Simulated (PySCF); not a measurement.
Al(H) cation (AlH), SMILES [AlH] (connectivity only; charge and spin as stated), charge +1, multiplicity 2. Geometry: PBE-D3(BJ)/def2-TZVPD. The spin state was assumed, not searched.

Computed with PBE-D3(BJ)/def2-TZVPD (PySCF).

Harmonic wavenumbers (cm⁻¹): 1581. Rotational constants (GHz): 193.8 (linear); symmetry number 1.

Q: Work out the zero-point energy and the ideal-gas rigid-rotor harmonic-oscillator thermochemistry at 298.15 K and 1 atm.

A: ZPE = ½ Σ hcν = ½ × 1581 cm⁻¹ = 2.26 kcal/mol. H − E(el) = 4.34 kcal/mol. Entropy in cal/(mol K): translation 35.92, rotation 8.88, vibration 0.01, spin 1.38, total 46.19. G − E(el) = -9.43 kcal/mol. Cp = 7.01 cal/(mol K).
